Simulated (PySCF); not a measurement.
## ORD: `C=C[C@H]([SiH3])[Si@H]([SiH3])P`, C₃H₁₃PSi₃

Cartesian coordinates in Å; atom numbers follow the order of the lines, from 1:
```xyz
20

C     2.172    1.527    0.088
C     1.316    0.646   -0.403
C     0.851   -0.572    0.308
Si    1.170   -2.128   -0.743
Si   -0.994   -0.327    0.808
Si   -2.369    0.139   -1.015
P    -0.894    1.273    2.391
H     2.612    1.399    1.064
H     2.473    2.404   -0.461
H     0.889    0.802   -1.388
H     1.420   -0.664    1.239
H     0.457   -1.996   -2.015
H     2.607   -2.255   -0.991
H     0.679   -3.301   -0.022
H    -1.399   -1.534    1.561
H    -1.988    1.379   -1.701
H    -3.766    0.316   -0.608
H    -2.340   -0.930   -2.015
H    -2.254    1.528    2.397
H    -0.647    2.305    1.505
```

Computed with TDDFT CAM-B3LYP/def2-SVPD circular dichroism and optical rotation, one conformer, gas phase (PySCF 2.14.0). Geometry: GFN2-xTB.

The molecule is flexible and this is one conformer; a measurement averages over conformers.

Stereocentres: C3 R, Si5 R.

**Question.** Give the optical rotatory dispersion at 633, 589.3, 546, 436, 405, 365, 355 nm.

**Answer.** [α] in deg dm⁻¹ (g/mL)⁻¹:
| λ (nm) | origin-invariant length gauge | modified velocity gauge | length gauge (centre of mass) | isotropic polarisability (au) |
| --- | --- | --- | --- | --- |
| 633 | +21.6 | +20.8 | +22.1 | 153.2 |
| 589.3 | +24.0 | +22.9 | +24.6 | 154.0 |
| 546 | +26.5 | +25.1 | +27.2 | 155.1 |
| 436 | +29.2 | +25.2 | +30.4 | 159.7 |
| 405 | +25.0 | +19.4 | +26.5 | 161.9 |
| 365 | +6.7 | -2.8 | +8.7 | 165.7 |
| 355 | -2.6 | -13.5 | -0.5 | 167.0 |

Where the gauges differ in sign the basis doesn't settle the rotation.

**Question.** And for the mirror image at 589.3 nm?

**Answer.** -24.0 deg dm⁻¹ (g/mL)⁻¹ (origin-invariant length gauge): the same size and the opposite sign.

**Question.** What is the molar rotation [Φ] = [α]·M/100 of the geometry above at 589.3 nm?

**Answer.** With M = 164.37 g/mol, +39.4 deg cm² dmol⁻¹ (origin-invariant length gauge).

The first excitation lies at 6.29 eV (197 nm) with R = -139.2 × 10⁻⁴⁰ esu² cm² (velocity form).
